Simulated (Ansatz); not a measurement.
Consider the redistribution: `C[Si](O)(F)Cl` + `O[B-]1(Cl)OC(C(F)(F)F)=CC(C(F)(F)F)=[O+]1` → `C[Si](O)(O)F` + `FC(F)(F)C1=CC(C(F)(F)F)=[O+][B-](Cl)(Cl)O1`.

Program: Ansatz. Geometries: PBE0-D4/def2-TZVP. ΔE: electronic, gas phase. CCSD(T)/CBS adds triple-zeta CCSD(T) − MP2 to the extrapolated MP2 energy (def2 sets, frozen cores). This one scheme is used for every species. DFT in def2-TZVPP. One conformer a species, not always the lowest.

`C[Si](O)(F)Cl`:

Z-matrix (Å, degrees):
```
C
Si 1 1.834
H 1 1.092 2 110.0
H 1 1.091 2 110.4 3 -119.8
H 1 1.091 2 110.5 3 120.0
O 2 1.623 1 109.4 3 58.1
F 2 1.591 1 110.3 3 -62.8
Cl 2 2.049 1 112.0 3 -179.6
H 6 0.958 2 119.2 1 170.2
```

`O[B-]1(Cl)OC(C(F)(F)F)=CC(C(F)(F)F)=[O+]1`:

Cartesian coordinates in Å:
```
O 1.348 -0.104 2.674
B 0.255 0.029 1.851
Cl -1.378 0.301 2.642
O 0.479 1.197 0.881
C 0.116 1.153 -0.328
C 0.272 2.482 -1.069
F -0.427 3.427 -0.457
F -0.159 2.381 -2.324
F 1.551 2.839 -1.090
C -0.334 0.015 -0.973
C -0.228 -1.157 -0.245
C -0.474 -2.522 -0.888
F -1.407 -3.180 -0.215
F -0.877 -2.389 -2.149
F 0.646 -3.235 -0.876
O 0.118 -1.219 0.969
H 1.131 -0.040 3.604
H -0.631 0.022 -2.007
```

`C[Si](O)(O)F`:

Z-matrix (Å, degrees):
```
C
Si 1 1.839
H 1 1.092 2 111.0
H 1 1.092 2 110.5 3 -120.0
H 1 1.092 2 110.5 3 120.2
O 2 1.625 1 108.4 3 176.6
O 2 1.636 1 114.9 3 -62.5
F 2 1.601 1 108.4 3 56.5
H 6 0.958 2 117.8 1 164.8
H 7 0.958 2 118.0 1 88.4
```

`FC(F)(F)C1=CC(C(F)(F)F)=[O+][B-](Cl)(Cl)O1`:

Z-matrix (Å, degrees):
```
C
F 1 1.330
F 1 1.327 2 108.6
F 1 1.325 2 108.7 3 -118.4
C 1 1.529 2 110.8 3 120.7
C 5 1.382 1 121.7 2 -2.8
O 5 1.266 1 113.6 2 179.1
C 6 1.382 5 115.5 1 -172.4
H 6 1.076 5 122.1 1 1.8
B 7 1.515 5 122.0 1 -173.5
O 8 1.266 6 124.6 5 -5.6
C 8 1.529 6 121.7 5 172.3
Cl 10 1.810 7 107.6 5 96.1
Cl 10 1.793 7 108.7 5 -137.2
F 12 1.325 8 109.9 6 123.0
F 12 1.330 8 110.8 6 2.9
F 12 1.327 8 109.8 6 -117.1
```

```csv
level,ΔE (eV)
PBE-D4,0.31
BHLYP-D4,0.31
ωB97M-V,0.31
PBE-QIDH,0.29
```

(1) What does CCSD(T)/CBS give? (Estimate.)

Largest T1 diagnostic among the species: 0.015.

Results:

(1) The calculation gave: +0.26 eV. The listed levels differ from it by 0.05, 0.05, 0.05, 0.03 eV.

Leaving LDA and LC-ωPBE aside and taking each functional with its dispersion term where it has one, the values, not all of them listed here, spread over 0.03 eV, from BLYP-D4 to r2SCANh-D4. In def2-TZVPP, CCSD(T) changes the Hartree–Fock value by −0.06 eV (the triples alone add −0.01 eV) and MP2 by −0.09 eV. At CCSD(T), def2-SVP lies +0.12 eV from the extrapolated value and def2-TZVPP +0.01 eV.
